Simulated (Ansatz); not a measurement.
System: N-germyl-N-methylethanamine, C3H11GeN (charge 0, singlet). 
Geometry from a B3LYP-D3(BJ)/def2-TZVP (Ansatz, an electronic-structure program) optimisation:
SMILES: CC[N](C)[GeH3]
```xyz
16

C      2.3849    -0.0002    -0.2707
C      1.3470    -1.1065    -0.1619
N     -0.0063    -0.6758    -0.4928
C     -0.9269    -1.8017    -0.5410
Ge    -0.6752     0.8542     0.3220
H      3.3848    -0.4120    -0.1257
H      2.2405     0.7748     0.4848
H      2.3439     0.4721    -1.2534
H      1.6123    -1.9097    -0.8598
H      1.3938    -1.5538     0.8466
H     -1.9236    -1.4694    -0.8327
H     -0.5853    -2.5247    -1.2894
H     -1.0140    -2.3395     0.4173
H      0.1054     2.0849    -0.1612
H     -2.1476     0.9439    -0.1083
H     -0.5882     0.7805     1.8696
```

Quantity: atomisation energy (electronic, to ground-state atoms), in kcal/mol. Cores are frozen in the correlated levels unless marked. Open shells are spin-unrestricted. Spin-orbit coupling is left out. The frozen core is the preceding noble-gas configuration, with the filled d and f shells of earlier blocks. Non-relativistic. The coupled-cluster limit lacks core correlation, which all-electron functionals hold. Basis-set limits of correlation are two-point, X^-3; Hartree-Fock from the larger set. [CCSD(T)-MP2]/basis is that difference in the basis named.

```
level                                                     program  atomisation energy (kcal/mol)  minus last row
-------------------------------------------------  --------------  -----------------------------  --------------
PBE-D4/def2-TZVPD                                  Ansatz + dftd4                         1363.5            18.4
B3LYP-D4/def2-TZVPD                                Ansatz + dftd4                         1348.0             2.9
PBE0/def2-QZVPP                                            Ansatz                         1342.1            -3.0
B2PLYP/def2-TZVPD                                          Ansatz                         1326.0           -19.1
RI-MP2/cc-pVQZ                                             Ansatz                         1337.6            -7.5
SCS-MP2/aug-cc-pVDZ                                        Ansatz                         1266.1           -79.0
SCS-MP2/aug-cc-pVTZ                                        Ansatz                         1330.9           -14.2
CCSD/aug-cc-pVTZ                                           Ansatz                         1304.0           -41.1
RI-MP2/CBS(cc-pVTZ,cc-pVQZ)+[CCSD(T)-MP2]/cc-pVDZ          Ansatz                         1348.0             2.9
CCSD(T)/CBS(cc-pVTZ,cc-pVQZ)                               Ansatz                         1345.1             0.0
```
